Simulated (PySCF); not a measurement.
Shapes and spin states of TaS₂⁻

Computed with PBE0 in PySCF with Ta def2-SVPD with ECP60, S def2-SVPD; scalar-relativistic core potentials, no spin–orbit coupling; density-fitted integrals.

Relaxations began from a few typed shapes and spin states; open shells are unrestricted. The search is not exhaustive: other isomers or separated fragments can lie lower, and high-lying points may rest on an excited occupation.

Task: Which is the lowest minimum found?
A. singlet (closed shell, unstable to spin polarisation) C2v: Ta–S 2.194 Å (×2); S–Ta–S 117.0°
B. singlet (closed shell, unstable to spin polarisation) D∞h: Ta–S 2.247 Å (×2); S–Ta–S 180.0°
C. triplet C2v: Ta–S 2.229 Å (×2); S–Ta–S 125.2°
D. triplet C2v: S–S 2.091 Å, Ta–S 2.428 Å (×2); S–S–Ta 64.5° (×2), S–Ta–S 51.0°
E. triplet D∞h: Ta–S 2.277 Å (×2); S–Ta–S 180.0°
F. broken-symmetry Ms = 0 (⟨S²⟩ 0.67) C2v: Ta–S 2.207 Å (×2); S–Ta–S 120.0°
G. triplet C2v: Ta–S 2.226 Å (×2); S–Ta–S 122.7°

Result: F. The others lie at 5.8 (triplet C2v), 10.8 (triplet C2v), 14.1 (singlet C2v), 48.9 (triplet D∞h, a saddle point), 89.4 (singlet D∞h, a saddle point), 325.4 (triplet C2v) kJ/mol above it.

For the lowest minimum: the determinant is spin-contaminated (⟨S²⟩ = 0.67, pure value 0.00). The lowest empty level of this anion is unbound, so it and the gap depend on the basis. No spin–orbit coupling is included, which matters more the heavier the element.
